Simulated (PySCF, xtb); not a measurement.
H2O, SMILES O.

The structure is a stationary point at PBE0-D3(BJ)/def2-TZVPD.

Method: PySCF with C-PCM-ωB97X/def2-TZVPD.

The values are the electrostatic part of the solvation free energy, E(continuum) − E(gas) at the gas-phase geometry, in a cavity of scaled van der Waals radii (PySCF's table); cavitation and dispersion terms are not included. In vacuum the orbital gap is 13.67 eV. The dipole moment in vacuum is 1.88 D.

| solvent | ε | ΔG(elec) (kcal/mol) | dipole (D) | gap (eV) |
|---|---|---|---|---|
| water | 78.36 | -6.2 | 2.30 | 14.10 |
| methanol | 32.61 | -6.1 | 2.29 | 14.09 |
| dichloromethane | 8.93 | -5.5 | 2.25 | 14.06 |

For comparison, GFN2-xTB/ALPB(water) (xtb, at the GFN2-xTB geometry, all terms of that model) gives -9.1 kcal/mol.
